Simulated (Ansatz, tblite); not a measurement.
Removing and adding an electron: W(OH)F5 (WOF5H). Charge 0, multiplicity 1. Geometry: B3LYP-D4/def2-SVP. Ansatz, gas phase; energy differences of separate SCF runs; the oxidised species was run as a doublet alone; the reduced species was run as a doublet alone.

```xyz
8

W     0.116   -0.226    0.180
O    -0.568    1.102   -0.885
H    -0.926    1.802   -1.442
F     0.809   -1.570    1.259
F    -1.265   -1.392   -0.264
F     1.550    0.838    0.707
F    -0.857    0.359    1.656
F     1.141   -0.913   -1.213
```

In the def2 sets W takes a core potential; there is no spin–orbit coupling. The xTB rows come from tblite. Correlated methods freeze 6 core orbitals; core or outer-core shells of W are correlated, in sets that lack core-valence functions. The rows differ in basis, and correlated rows in double-zeta sets carry the largest basis error. In CCSD on the charge 1 doublet the largest single amplitude is 0.18, so its Hartree–Fock determinant may place the open shell otherwise than the density functionals do. HOMO above LUMO, or a gap near zero within one spin, warns that the state may not be the lowest or that an electron is smeared out.

```json
{"level": "PBE-D4/def2-TZVP", "−HOMO (eV)": "9.52", "vertical IE (eV)": "12.76", "−LUMO (eV)": "4.62", "vertical EA (eV)": "–", "HOMO–LUMO gap (eV)": "4.89", "IE − EA (eV)": "–", "remarks": "gap within one spin near zero (+1 doublet)"}
{"level": "PBE0-D4/def2-TZVP", "−HOMO (eV)": "11.47", "vertical IE (eV)": "13.62", "−LUMO (eV)": "4.09", "vertical EA (eV)": "–", "HOMO–LUMO gap (eV)": "7.38", "IE − EA (eV)": "–", "remarks": "–"}
{"level": "BHLYP-D4/def2-TZVP", "−HOMO (eV)": "13.35", "vertical IE (eV)": "13.92", "−LUMO (eV)": "3.40", "vertical EA (eV)": "–", "HOMO–LUMO gap (eV)": "9.95", "IE − EA (eV)": "–", "remarks": "–"}
{"level": "BHLYP-D4/def2-TZVPD", "−HOMO (eV)": "13.34", "vertical IE (eV)": "–", "−LUMO (eV)": "3.40", "vertical EA (eV)": "2.60", "HOMO–LUMO gap (eV)": "9.94", "IE − EA (eV)": "–", "remarks": "–"}
{"level": "MP2/def2-SVP", "−HOMO (eV)": "–", "vertical IE (eV)": "13.99", "−LUMO (eV)": "–", "vertical EA (eV)": "–", "HOMO–LUMO gap (eV)": "–", "IE − EA (eV)": "–", "remarks": "–"}
{"level": "CCSD/def2-SVP", "−HOMO (eV)": "–", "vertical IE (eV)": "13.91", "−LUMO (eV)": "–", "vertical EA (eV)": "–", "HOMO–LUMO gap (eV)": "–", "IE − EA (eV)": "–", "remarks": "–"}
```

(1) Estimate the rows for GFN1-xTB, GFN2-xTB, HF/def2-SVP, PBE-D4/def2-TZVPD, PBE0-D4/def2-TZVPD, CCSD(T)/def2-SVP.

## Answers

(1) 
```json
{"level": "GFN1-xTB", "−HOMO (eV)": "13.84", "vertical IE (eV)": "–", "−LUMO (eV)": "7.60", "vertical EA (eV)": "4.47", "HOMO–LUMO gap (eV)": "6.24", "IE − EA (eV)": "–", "remarks": "–"}
{"level": "GFN2-xTB", "−HOMO (eV)": "14.19", "vertical IE (eV)": "17.58", "−LUMO (eV)": "7.74", "vertical EA (eV)": "4.88", "HOMO–LUMO gap (eV)": "6.45", "IE − EA (eV)": "12.70", "remarks": "–"}
{"level": "HF/def2-SVP", "−HOMO (eV)": "–", "vertical IE (eV)": "13.33", "−LUMO (eV)": "–", "vertical EA (eV)": "–", "HOMO–LUMO gap (eV)": "–", "IE − EA (eV)": "–", "remarks": "–"}
{"level": "PBE-D4/def2-TZVPD", "−HOMO (eV)": "9.55", "vertical IE (eV)": "–", "−LUMO (eV)": "4.67", "vertical EA (eV)": "1.30", "HOMO–LUMO gap (eV)": "4.88", "IE − EA (eV)": "–", "remarks": "HOMO above zero (-1 doublet), gap within one spin near zero (-1 doublet)"}
{"level": "PBE0-D4/def2-TZVPD", "−HOMO (eV)": "11.47", "vertical IE (eV)": "–", "−LUMO (eV)": "4.10", "vertical EA (eV)": "1.98", "HOMO–LUMO gap (eV)": "7.37", "IE − EA (eV)": "–", "remarks": "HOMO above zero (-1 doublet)"}
{"level": "CCSD(T)/def2-SVP", "−HOMO (eV)": "–", "vertical IE (eV)": "13.70", "−LUMO (eV)": "–", "vertical EA (eV)": "–", "HOMO–LUMO gap (eV)": "–", "IE − EA (eV)": "–", "remarks": "–"}
```

   A HOMO above zero means that the electron is unbound at that level or that self-interaction error raises the level; the energy of removing that electron tells which. Raw xTB energy differences between charge states are shifted by several eV; the methods need an empirical correction for them.
